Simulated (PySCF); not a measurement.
A structure optimised at PBE0-D3(BJ)/def2-SVP, used in a PySCF frequency run:

```
O
Si 1 1.6369
F 2 1.6243 1 109.48
H 2 1.4831 3 108.14 1 118.18
Ge 1 1.7866 2 136.14 4 -172.00
H 2 1.4886 4 112.83 3 -117.23
H 5 1.5336 1 105.58 2 -152.08
H 5 1.5354 7 111.87 1 117.08
H 5 1.5397 7 111.59 8 125.49
```
Charge 0, spin multiplicity 1.

Write its SMILES and formula.

F[SiH2][O][GeH3], FGeH5OSi

What are its rotational constants (standard atomic weights)?

10.084, 1.4684, 1.3417 GHz
